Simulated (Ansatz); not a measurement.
Cost and result for the atomization energy of `[OH][GeH2][SiH](O)F` (10 atoms, 9 bonds).

```xyz
10

O    -1.907    1.003   -0.613
Ge   -0.296    0.547   -1.246
Si    0.960   -0.252    0.621
O    -0.143   -1.123    1.465
F     2.167   -1.188    0.138
H    -2.241    0.338   -0.006
H    -0.445   -0.537   -2.335
H     0.252    1.838   -1.870
H     1.587    0.779    1.489
H     0.066   -1.403    2.358
```

The species carries charge 0 and has multiplicity 1. Correlated methods include outer-core shells of Ge, which these sets cover unevenly. Scalar relativity is left out up to krypton. Geometry: relaxed with PBE0-D4/def2-TZVP. It is one conformer, not always the lowest. Program: Ansatz. Hardware: A = 2 threads of an AMD EPYC 7R13 on a shared host; B = 2 threads of an AMD EPYC 7R13 on a shared host and a share of an NVIDIA H100 80 GB. Times are those of one run each, without the atoms' runs, and a repeat can differ threefold. Electronic energies, without spin–orbit coupling; frozen cores. CCSD(T)/CBS adds CCSD(T) − MP2 in def2-TZVPP to the MP2 limit, and its time is that of the two runs behind it. T1 = 0.012. With those shells the extrapolation isn't a true limit. B3LYP takes the VWN-RPA correlation (the form of Gaussian; ORCA's B3LYP/G).

CCSD(T)/CBS is a level of theory with its own doubt, some kJ/mol a heavy atom from the limit and from the frozen cores, so smaller differences don't rank the functionals.

```
                                 level  functions  atomization (kJ/mol)  difference from CCSD(T)/CBS  per bond
 B3LYP-D4/def2-TZVPP (with forces) [A]        253                3442.1                        -58.8      -6.5
  ωB97M-V/def2-TZVPP (with forces) [A]        253                3465.3                        -35.6      -4.0
                CCSD(T)/def2-TZVPP [B]        253                3398.8                       -102.1     -11.3
                    MP2/def2-QZVPP [B]        480                3534.8                         33.9       3.8
                ωB97X-V/def2-TZVPP [A]        253                3487.9                        -13.0      -1.4
                     CCSD(T)/CBS(def2)          –                3500.9                          0.0       0.0
                 B2PLYP/def2-TZVPP [A]        253                3424.9                        -76.0      -8.4
   PBE-D4/def2-TZVPP (with forces) [A]        253                3489.8                        -11.1      -1.2
                PBE0-D4/def2-TZVPP [A]        253                3412.5                        -88.4      -9.8
r2SCAN-D4/def2-TZVPP (with forces) [A]        253                3474.7                        -26.2      -2.9
```

Order the runs by time, with rough figures. (An estimate is asked.)

Computed: PBE-D4/def2-TZVPP (with forces) [A] 4.9 s; PBE0-D4/def2-TZVPP [A] 7.5 s; r2SCAN-D4/def2-TZVPP (with forces) [A] 8.5 s; B3LYP-D4/def2-TZVPP (with forces) [A] 12 s; B2PLYP/def2-TZVPP [A] 12 s; ωB97X-V/def2-TZVPP [A] 14 s; MP2/def2-QZVPP [B] 17 s; CCSD(T)/def2-TZVPP [B] 21 s; ωB97M-V/def2-TZVPP (with forces) [A] 22 s; CCSD(T)/CBS(def2) 38 s.

From PBE to PBE0 (25 % exact exchange), in def2-TZVPP and without D4, the atomization energy moves by −74.3 kJ/mol: exact exchange takes away binding that semilocal exchange gives to molecules. In def2-TZVPP, CCSD(T) changes the Hartree–Fock value by +946.8 kJ/mol (the triples alone add +52.6 kJ/mol) and MP2 by +1021.4 kJ/mol; breaking electron pairs costs correlation energy, which Hartree–Fock lacks. The D4 term adds +33.3 kJ/mol with B3LYP and +17.5 kJ/mol with PBE0; it sums over pairs of atoms, weighted by their polarisabilities, and B3LYP, whose exchange is more repulsive, gets the larger term.
